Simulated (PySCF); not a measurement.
Isomers C6H5FO2:

A. `Oc1ccc(F)cc1O`
B. `Cc1coc(C(=O)F)c1`
C. SMILES C=CC1=C(F)OC=CO1
D. `C/C(=C\C=O)C(F)=C=O`

Spectrum 1. ¹H NMR (500 MHz, computed): δ 6.50 (m, 1H), 5.78 (m, 1H), 5.78 (m, 1H), 5.39 (m, 1H), 5.38 (m, 1H). ¹³C{¹H} NMR (computed): δ 163.3 (C), 135.7 (CH), 132.0 (CH), 128.7 (CH), 124.9 (C), 117.5 (CH2).

Spectrum 2. ¹H NMR (500 MHz, computed): δ 10.04 (d, 1H), 6.41 (m, 1H), 2.34 (s, 3H). ¹³C{¹H} NMR (computed): δ 249.6 (C), 191.0 (CH), 152.3 (C), 130.1 (C), 120.9 (CH), 20.8 (CH3).

Spectrum 3. ¹H NMR (500 MHz, computed): δ 7.71 (m, 1H), 7.52 (m, 1H), 2.38 (s, 3H). ¹³C{¹H} NMR (computed): δ 155.6 (C), 154.1 (CH), 145.2 (C), 134.9 (CH), 130.7 (C), 11.4 (CH3).

Spectrum 4. ¹H NMR (500 MHz, computed): δ 7.00 (m, 1H), 6.71 (m, 1H), 6.65 (m, 1H), 5.42 (br s, 1H), 3.91 (br s, 1H). ¹³C{¹H} NMR (computed): δ 167.4 (C), 152.4 (C), 144.9 (C), 117.3 (CH), 110.3 (CH), 108.9 (CH).

- PBE0/pcSseg-1 with gauge-including orbitals
- GFN2-xTB geometry
- run in PySCF 2.14
- non-relativistic Hamiltonian, gas phase, single conformer, fast rotation and ring inversion assumed for equivalent nuclei

Scale: ¹H and ¹³C against TMS (reference shieldings calculated alike). Splittings of carbon signals by F and P are missing where no couplings were computed. Where no couplings were computed, multiplicities follow the n + 1 count of equivalent neighbours, and m marks all less simple cases (inequivalent or close neighbours, rings, F or P nearby). Shifts are as computed. Against solution values, carbons near 30 ppm lie about +3 ppm off and those near 130 ppm about +5 ppm. Of 1211 compounds with measured shifts, 218 miss one by over three times the rms of a fit or turn the order of signals round; such compounds aren't used in these exercises. OH and NH positions are gas-phase values without hydrogen bonding to other molecules.

Match each spectrum to its structure.

## Answers

1–C, 2–D, 3–B, 4–A.

- Spectrum 1 (C): 6 ¹³C signals; δC 163.3 is an alkene carbon bearing oxygen; δC 135.7 is an alkene carbon bearing oxygen.
- Spectrum 2 (D): 6 ¹³C signals; δC 191.0 is an aldehyde carbonyl carbon; δC 152.3 is a β carbon of a C=C–C=O unit.
- Spectrum 3 (B): 6 ¹³C signals; δC 134.9 is an aromatic CH; δC 11.4 is a methyl carbon on an aromatic ring.
- Spectrum 4 (A): 6 ¹³C signals; δC 167.4 is an aromatic carbon bearing fluorine; δC 152.4 is an aromatic carbon bearing oxygen.
